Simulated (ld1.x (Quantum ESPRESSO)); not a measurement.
**Before and after: TM potential for Te (Z = 52)**

- Element: Te (Z = 52)
- Generator: ld1.x (Quantum ESPRESSO) 7.5
- Type: norm-conserving Troullier–Martins (Kleinman–Bylander form)
- Functional: PBEsol
- Relativity: scalar-relativistic
- Frozen core: [Kr] 4d10
- Valence charge: 6
- Reference configuration: 5s1 5p5
- Partial waves: 5s (bound): rc 1.50 bohr; 5p (bound): rc 1.55 bohr; 5d channel at -0.05 Ry: rc 1.60 bohr
- Local potential: the d channel
- Core correction: a·sin(br)/r model core inside 0.70 bohr

Change: non-relativistic.

Cutoffs: the cutoffs (Ry, on a coarse ladder) from which the occupation-weighted sum of valence levels, in a spherical-Bessel basis at the reference potential, stays within 10 and 1 mRy of its value at 400 Ry; they do not see the model core or the augmentation charge, which bear on the density cutoff. Errors are all-electron minus pseudo energies relative to the spin-unpolarised reference configuration.

Task: How do hardness, ghosts and transferability respond?

Result: The potential gets harder (60 Ry and 160 Ry → 70 Ry and 160 Ry); both files keep a bound ghost (p, s); of the 7 tests that both files solve, the error grows in 0 and shrinks in 7 by more than 15 % and 0.3 meV (median size 6.4 → 3.9 meV).

```tsv
quantity	base	changed
cutoff, loose	60 Ry	70 Ry
cutoff, tight	160 Ry	160 Ry
bound ghosts	s, p	s, p
error for 5s2 5p4, meV [ΔE -9.29 → -8.03 eV]	-6.0	-3.9
error for 5s2 5p3, meV [ΔE 0.47 → 1.76 eV]	-4.1	-1.2
error for 5s2 5p2, meV [ΔE 18.44 → 19.71 eV]	-12	-2.9
error for 5s2 5p4.3, meV [ΔE -10.76 → -9.53 eV]	-6.4	-4.1
error for 5s2 5p3.5, meV [ΔE -5.38 → -4.10 eV]	-4.9	-2.8
error for 5s2 5p0, meV [ΔE 81.92 → 82.90 eV]	-209	-146
error for 5s2 5p1, meV [ΔE 45.39 → 46.57 eV]	-60	-34
s: phases at 1.74 bohr within 0.05 rad from the reference energy up to (Ry; the scan ends near 5)	1.9	0.8
p: phases at 1.74 bohr within 0.05 rad from the reference energy up to (Ry; the scan ends near 5)	to the end of the scan	1.0
d: phases at 1.74 bohr within 0.05 rad from the reference energy up to (Ry; the scan ends near 5)	0.7	0.0
```

 A true bound ghost makes a file unfit for plane-wave use even where its test errors are small: the radial tests pick states by their node count and pass the ghost by.
